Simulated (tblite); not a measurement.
Compound: AsBGeH5O (doublet state).
Atom-mapped SMILES: `[GeH3:1][O:2][BH:3][AsH:4]` (hydrogens: H5, H6, H7 on Ge1; H8 on B3; H9 on As4)

Computed with GFN2-xTB (tblite), gas phase: L-BFGS steps from a force-field or distance-geometry start until the largest atomic force falls under 0.01 eV/Å.

Step 10: E = -330.3929 eV
```
atom  x, y, z in Å  |  force x, y, z in eV/Å
Ge1    -1.4718    0.0513    0.0543    0.273  -0.081  -0.118
O2     -0.0257   -0.6253   -0.6344    0.075   0.000   0.337
B3      1.2086   -0.7332   -0.0934    0.105  -0.178  -0.290
As4     2.5575    0.7262   -0.3128    0.043  -0.140   0.072
H5     -2.4955   -1.0855    0.1175    0.171   0.383  -0.060
H6     -0.9079    0.4358    1.4156   -0.491   0.161  -0.098
H7     -1.7732    1.2217   -0.8857   -0.114  -0.292   0.327
H8      1.4874   -1.6979    0.5270    0.033  -0.194  -0.069
H9      1.4344    1.7132   -0.2133   -0.094   0.341  -0.102
```

Step 11: E = -330.4264 eV
```
atom  x, y, z in Å  |  force x, y, z in eV/Å
Ge1    -1.4758    0.0599    0.0558    0.170  -0.086   0.041
O2     -0.0212   -0.5974   -0.6061    0.434  -0.223   0.359
B3      1.2317   -0.7561   -0.1040   -0.197   0.045  -0.241
As4     2.5664    0.7182   -0.3039   -0.094   0.030   0.063
H5     -2.5017   -1.0864    0.1092    0.221   0.431  -0.058
H6     -0.9432    0.4527    1.4369   -0.497   0.129  -0.208
H7     -1.7835    1.2224   -0.8921   -0.101  -0.290   0.324
H8      1.5187   -1.7229    0.5124   -0.046  -0.172  -0.171
H9      1.4221    1.7158   -0.2334    0.111   0.136  -0.109
```

Step 12: E = -330.4618 eV
```
atom  x, y, z in Å  |  force x, y, z in eV/Å
Ge1    -1.4722    0.0643    0.0553    0.013  -0.064   0.211
O2     -0.0140   -0.5796   -0.5760    0.625  -0.397   0.266
B3      1.2515   -0.7754   -0.1180   -0.330   0.140  -0.070
As4     2.5726    0.7103   -0.2954   -0.179   0.200   0.040
H5     -2.5008   -1.0755    0.1011    0.208   0.375  -0.057
H6     -0.9846    0.4700    1.4491   -0.446   0.110  -0.236
H7     -1.7944    1.2144   -0.8874   -0.084  -0.207   0.236
H8      1.5425   -1.7475    0.4979   -0.091  -0.099  -0.284
H9      1.4131    1.7252   -0.2518    0.284  -0.057  -0.106
```

Question: Estimate the geometry and energy of step 13. (The exact step hangs on the optimiser's Hessian estimate; all steps are aligned on step 12, rigid shifts and turns removed.)

Answer: E = -330.5057 eV, largest force 0.772 eV/Å
```
atom  x, y, z in Å  |  force x, y, z in eV/Å
Ge1    -1.4683    0.0693    0.0586   -0.093  -0.044   0.328
O2     -0.0003   -0.5635   -0.5285    0.577  -0.501   0.113
B3      1.2732   -0.7906   -0.1303   -0.288   0.091   0.180
As4     2.5803    0.7032   -0.2844   -0.206   0.360   0.006
H5     -2.4932   -1.0534    0.0892    0.115   0.203  -0.053
H6     -1.0466    0.4926    1.4572   -0.341   0.113  -0.166
H7     -1.8083    1.1979   -0.8768   -0.067  -0.044   0.076
H8      1.5709   -1.7812    0.4680   -0.117   0.027  -0.396
H9      1.4059    1.7319   -0.2782    0.421  -0.204  -0.088
```

The energy changes by -0.0439 eV. The first-order estimate −F·Δx gives -0.0599 eV and the mean of the old and new forces, exact on a quadratic surface, -0.0440 eV. The step makes an angle of 66° with the force vector and moves no atom by more than 0.066 Å.

The cost below is that of the whole relaxation. On an Arm Neoverse N1 with one thread, shared host, this took 0.59 s of wall time.
